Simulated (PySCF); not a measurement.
CH2I, multiplicity 2. Atoms are numbered in the order given.

```xyz
4

C      0.0000     0.0000    -1.7605
I      0.0000     0.0000     0.2850
H      0.0000    -0.9482    -2.2710
H      0.0000     0.9482    -2.2710
```
Charge 0, spin multiplicity 2.

Geometry optimised at B3LYP-D3(BJ)/def2-TZVP. The isomer is the one that the SMILES or the coordinates give; other isomers of the formula were not compared. The def2 effective core potentials stand for the cores of I; spin–orbit coupling is left out.

Level of theory: TDA-PBE/def2-TZVPD run with PySCF.

Vertical excitations. The molecule is in vacuum.

### Question
List the lowest excited states. (The exact figures need the calculation; the answer reports its results.)

### Answer

```json
[
 {"state": "root 1", "energy (eV)": "3.23", "λ (nm)": "383", "f": "0.001", "main pairs": "α HOMO→LUMO 99 %"},
 {"state": "root 2", "energy (eV)": "3.25", "λ (nm)": "381", "f": "0.000", "main pairs": "β HOMO→LUMO 100 %"},
 {"state": "root 3", "energy (eV)": "4.17", "λ (nm)": "297", "f": "0.063", "main pairs": "β HOMO−1→LUMO 94 %"},
 {"state": "root 4", "energy (eV)": "4.59", "λ (nm)": "270", "f": "0.000", "main pairs": "α HOMO−1→LUMO 68 %, β HOMO→LUMO+1 32 %"},
 {"state": "root 5", "energy (eV)": "4.87", "λ (nm)": "254", "f": "0.003", "main pairs": "α HOMO→LUMO+1 100 %"},
 {"state": "root 6", "energy (eV)": "5.27", "λ (nm)": "235", "f": "0.000", "main pairs": "α HOMO−1→LUMO 31 %, β HOMO→LUMO+1 67 %"},
 {"state": "root 7", "energy (eV)": "5.39", "λ (nm)": "230", "f": "0.000", "main pairs": "α HOMO−2→LUMO 26 %, β HOMO−1→LUMO+1 66 %"},
 {"state": "root 8", "energy (eV)": "5.41", "λ (nm)": "229", "f": "0.000", "main pairs": "α HOMO→LUMO+2 100 %"},
 {"state": "root 9", "energy (eV)": "5.51", "λ (nm)": "225", "f": "0.013", "main pairs": "α HOMO→LUMO+3 99 %"},
 {"state": "root 10", "energy (eV)": "5.61", "λ (nm)": "221", "f": "0.015", "main pairs": "α HOMO→LUMO+4 93 %, β HOMO−2→LUMO 5 %"}
]
```
Unrestricted roots are not spin-pure.
